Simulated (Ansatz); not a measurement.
SnGe₅⁺. The state is a doublet with charge 1. Geometry r2SCAN-D4/def2-SVP, that of the neutral singlet; atoms count from 1.

```xyz
6

Ge    0.676    0.450   -1.216
Ge   -0.607   -0.551    1.211
Ge   -1.142    1.672    0.085
Ge   -1.552   -0.759   -1.133
Ge    1.326    1.090    1.151
Sn    1.300   -1.902   -0.098
```

In the def2 sets Sn takes a core potential; there is no spin–orbit coupling. The structure comes from a short search, and lower isomers may exist.

Problem. Estimate the Mulliken populations from the PBE0/def2-SVP orbitals of Ansatz.

Solution. 
```json
{"atom": "Ge1", "charge (e)": "-0.07", "spin (α − β)": "0.08"}
{"atom": "Ge2", "charge (e)": "-0.07", "spin (α − β)": "0.08"}
{"atom": "Ge3", "charge (e)": "0.16", "spin (α − β)": "0.02"}
{"atom": "Ge4", "charge (e)": "0.25", "spin (α − β)": "0.42"}
{"atom": "Ge5", "charge (e)": "0.25", "spin (α − β)": "0.42"}
{"atom": "Sn6", "charge (e)": "0.47", "spin (α − β)": "-0.01"}
```
Mulliken values and Mayer orders depend strongly on the basis.

Problem. Where does the spin sit?

Solution. Summed by element: Ge 1.01, Sn -0.01, of 1 unpaired in all. Largest on single atoms: Ge4 0.42, Ge5 0.42, Ge2 0.08.

Problem. And the Mayer bond orders between bonded heavy atoms (over 0.3)?

Solution. Ge1–Ge2 0.62 (2.92 Å); Ge1–Ge3 0.53 (2.55 Å); Ge1–Ge4 0.64 (2.54 Å); Ge1–Ge5 0.64 (2.54 Å); Ge1–Sn6 0.60 (2.68 Å); Ge2–Ge3 0.53 (2.55 Å); Ge2–Ge4 0.64 (2.54 Å); Ge2–Ge5 0.64 (2.54 Å); Ge2–Sn6 0.60 (2.68 Å); Ge3–Ge4 0.52 (2.75 Å); Ge3–Ge5 0.52 (2.75 Å). Values over 0.3 also appear between atoms too far apart for a bond (Ge3–Sn6 0.40 at 4.33 Å; Ge4–Ge5 0.45 at 4.11 Å; Ge4–Sn6 0.33 at 3.24 Å; Ge5–Sn6 0.33 at 3.24 Å); they arise where an orbital or an unpaired electron spreads over both atoms.
